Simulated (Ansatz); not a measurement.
```yaml
atoms:
  - { symbol: C, position_ang: [0.0000, 0.0000, -0.4419] }
  - { symbol: C, position_ang: [0.0000, 1.2299, 0.1960] }
  - { symbol: C, position_ang: [0.0000, -1.2299, 0.1960] }
  - { symbol: H, position_ang: [0.0000, 0.0000, -1.5389] }
  - { symbol: H, position_ang: [0.0000, 2.1641, -0.3691] }
  - { symbol: H, position_ang: [0.0000, 1.2985, 1.2879] }
  - { symbol: H, position_ang: [0.0000, -2.1641, -0.3691] }
  - { symbol: H, position_ang: [0.0000, -1.2985, 1.2879] }
```

Basis set: def2-TZVP (spherical functions). Left uncorrelated: 3 orbitals. Charge 0, multiplicity 2.

Computed with Ansatz (development build ahead of 0.2.0); each method stands on the lowest determinant of its kind that the runs found.

Give the atomization energy at this shape (free ground-state atoms in the same class of orbitals less the molecule, no zero-point energy) of doublet C3H5 by UHF-MP2, UHF.

```
 method  atomization energy
UHF-MP2            32.10 eV
    UHF            25.46 eV
```

Caution: the unrestricted determinant is spin contaminated.
